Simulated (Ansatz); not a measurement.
Ideal-gas functions of Cl3FSi, SMILES `F[Si](Cl)(Cl)Cl` at 400 K and 1 bar, from an Ansatz frequency run at PBE0-D4/def2-TZVP.

Molar mass 153.44 g/mol, point group C3v (symmetry number 3), electronic degeneracy 1, moments of inertia 275.112, 275.133, 388.744 u Å². Harmonic wavenumbers (cm⁻¹, unscaled): 160, 160, 233, 275, 275, 464, 642, 642, 944.

Use S(trans) = R[1.5 ln M + 2.5 ln T − 1.1517]; rotational temperatures θ = 24.2544 K / I; S(rot) = R[ln(√π/σ · √(T³/θAθBθC)) + 1.5]; for each mode x = 1.438777 ν̃/T, S = R[x/(eˣ − 1) − ln(1 − e⁻ˣ)] and H = RT x/(eˣ − 1); 1 cm⁻¹ = 0.0119627 kJ/mol; R = 8.31446 J/(mol·K).

**Question.** By hand: the entropy, in J/(mol·K).

**Answer.** Translation 177.7. Rotation: θ = 0.0882, 0.0882, 0.0624 K, giving 114.5. Vibration, mode by mode: 13.02, 13.02, 10.02, 8.74, 8.74, 4.96, 2.99, 2.99, 1.26, in all 65.7. Electronic 0.0. Sum 357.9 J/(mol·K).

**Question.** By hand: H − E and G − E in kJ/mol, counted from the electronic energy.

**Answer.** Zero-point energy ½ × 3795 × 0.0119627 = 22.7; thermal vibration 14.3; translation, rotation and pV give 4 RT = 13.3. H − E = 50.3 kJ/mol, and G − E = 50.3 − 400 × 357.9/1000 = -92.9 kJ/mol.

Vibration gives 18 % of the entropy.
